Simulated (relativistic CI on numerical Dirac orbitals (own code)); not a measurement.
# How well does a small relativistic CI reproduce Mo⁶⁺?

Calculated at this level of theory: Dirac-Coulomb-Breit CI, orbitals from a KLI potential per configuration, a model potential for QED, valence Slater integrals scaled by 0.9, P86 correlation estimate, and configurations built on the next ion tied to the tabulated ionisation energy (semi-empirical) (own radial code, finite nucleus).

CI space (outside the closed core [Ar] 3d10): 4s2.4p6, 4s2.4p5.4d, 4s2.4p5.5s, 4s2.4p5.5p, 4s2.4p5.5d, 4s2.4p5.6s, 4s2.4p5.4f, 4s2.4p5.5f, 4s2.4p4.4d2, 4s.4p6.4d, 4s.4p6.4f, 4p6.4d2, 4s2.4p4.4f2, 4s.4p5.4d2, 4s2.4p5.6p, 4s2.4p4.4d.4f, 4s.4p6.5s, 4s2.4p5.5g, 4s2.4p5.6d, 4s.4p6.5p, 4p6.4f2, 4s2.4p4.4d.5s, 4s2.4p5.6f, 4s.4p6.5d. Levels of other configurations are missing.

| Configuration | Term (tabulated) | J | Measured (cm⁻¹) | Computed | Error | Purity (%) |
| --- | --- | --- | --- | --- | --- | --- |
| 4s2.4p6 | 1S | 0 | 0.0 | 0 | 0 | 98 |
| 4s2.4p5.4d | 3P° | 1 | 305563.0 | 296777 | -8786 | 95 |
| 4s2.4p5.4d | 3D° | 1 | 341711.0 | 332352 | -9359 | 94 |
| 4s2.4p5.4d | 1P° | 1 | 417538.0 | 417477 | -61 | 96 |
| 4s2.4p5.5s | (3/2,1/2)° | 1 | 481294.0 | 487177 | 5883 | 52 |
| 4s2.4p5.5s | (1/2,1/2)° | 1 | 502930.0 | 508998 | 6068 | 52 |
| 4s2.4p5.5d | 3P° | 1 | 658992.0 | 661972 | 2980 | 89 |
| 4s2.4p5.6s | (3/2,1/2)° | 1 | 710061.0 | 712457 | 2396 | 62 |
| 4s2.4p5.6s | (1/2,1/2)° | 1 | 732563.0 | 735123 | 2560 | 62 |
| 4s.4p6.5p | 3P° † | 1 | 780390.0 | 856901 | 76511 | 83 |
| 4s.4p6.5p | 1P° † | 1 | 789696.0 | 864463 | 74767 | 86 |

Measured levels from Sugar and Musgrove, J. Phys. Chem. Ref. Data 17, 155 (1988); pairs were made by configuration, J and term (by order where the table uses no LS term), so strongly mixed levels may be paired wrongly.

Mean error by configuration (cm⁻¹): 4s2.4p5.4d -6069; 4s2.4p5.5s 5976; 4s2.4p5.5d 2980; 4s2.4p5.6s 2478. Over the excited levels the mean absolute error is 4762 cm⁻¹ (10 of the 17 excited levels that our extract of the source holds in range could be paired, and the others can miss by more), and the median relative error of those above 1,000 cm⁻¹ is 0.83 %. † marks terms whose computed intervals miss the measured ones by more than a factor of 2.5, or configurations far off the rest, from wrong mixing, a near crossing or a doubtful label or measurement; they are left out of the means.
